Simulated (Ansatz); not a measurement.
C3H9FGeO, SMILES `CC(C)[O][GeH2][F]` at its PBE0-D4/def2-TZVP geometry, where that method's forces vanish. Total charge 0; spin multiplicity 1.

```xyz
15

C    -1.1841   -0.4284   -0.9018
C    -0.3797    0.2933    0.1607
C    -1.1611    0.4962    1.4400
O     0.7876   -0.4599    0.4890
Ge    2.2795   -0.2387   -0.4062
F     2.0733   -0.9119   -2.0003
H    -2.0830    0.1392   -1.1546
H    -1.4866   -1.4123   -0.5351
H    -0.5962   -0.5690   -1.8109
H    -0.0802    1.2796   -0.2284
H    -1.4512   -0.4716    1.8564
H    -2.0662    1.0776    1.2505
H    -0.5580    1.0223    2.1820
H     3.3488   -1.0701    0.2985
H     2.5571    1.2538   -0.6398
```

Q: What forces (eV/Å) does B3LYP-D4/def2-TZVPP give on these atoms in Ansatz? (Estimate.)

A: Computed: 
```
C1  -0.106 -0.109 -0.179
C2  -0.128  0.272 -0.083
C3  -0.111  0.038  0.193
O4   0.065 -0.158  0.159
Ge5  0.319  0.119  0.170
F6  -0.040 -0.122 -0.293
H7   0.039 -0.033  0.003
H8   0.010  0.046 -0.030
H9  -0.048  0.003  0.046
H10 -0.017 -0.066  0.028
H11  0.009  0.054 -0.009
H12  0.038 -0.024  0.023
H13 -0.038 -0.025 -0.029
H14  0.004  0.001  0.000
H15  0.003  0.003  0.000
```

B3LYP here is the variant with VWN-RPA as its local correlation; programs differ in this.
